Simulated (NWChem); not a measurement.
System: CH$_{6}$F$_{2}$Si$_{2}$; SMILES C[SiH2][SiH](F)F

```xyz
11

Si    -0.0109    -0.9887    -0.3907
F     -1.2820    -1.4341     0.5160
F      1.3150    -1.4280     0.4372
Si    -0.0215     1.3417    -0.6002
C      0.0341     2.1351     1.1050
H     -0.0468    -1.8031    -1.6355
H      1.1627     1.7360    -1.4267
H     -1.2586     1.7331    -1.3468
H      0.9414     1.8237     1.6442
H      0.0360     3.2326     1.0250
H     -0.8406     1.8309     1.6993
```
Atoms are numbered in this order, from 1.

Level: PBE0/def2-SVP (NWChem), optimised geometry, unscaled harmonic frequencies. 

List the harmonic frequencies with IR intensities, and the thermochemistry.


```
frequency (cm⁻¹)  IR intensity (km/mol)
----------------  ---------------------
34                                  0.4
90                                  4.5
118                                 2.0
182                                 0.3
257                                21.8
332                                20.0
426                                10.5
439                                 9.8
608                                 6.3
673                                 2.0
718                                16.1
815                               246.3
823                                 5.6
848                               247.5
884                                13.9
908                                50.3
928                                44.0
950                               172.4
1262                               12.0
1430                                7.7
1433                                4.4
2217                               66.2
2222                               98.7
2264                              162.9
3065                                1.4
3175                                0.2
3175                                0.2
```

```yaml
zero_point_energy: 43.3 kcal/mol
thermal correction to the enthalpy at 298.15 K (with zero-point energy): 48.9 kcal/mol
heat capacity Cv: 26.6 cal/(mol K)
entropy at 298.15 K and 1 atm (symmetry number 1): 89.2 cal/(mol K)
dipole_moment: 1.82 D
```

Rigid rotor and harmonic oscillator; modes under 100 cm⁻¹ make the entropy uncertain.
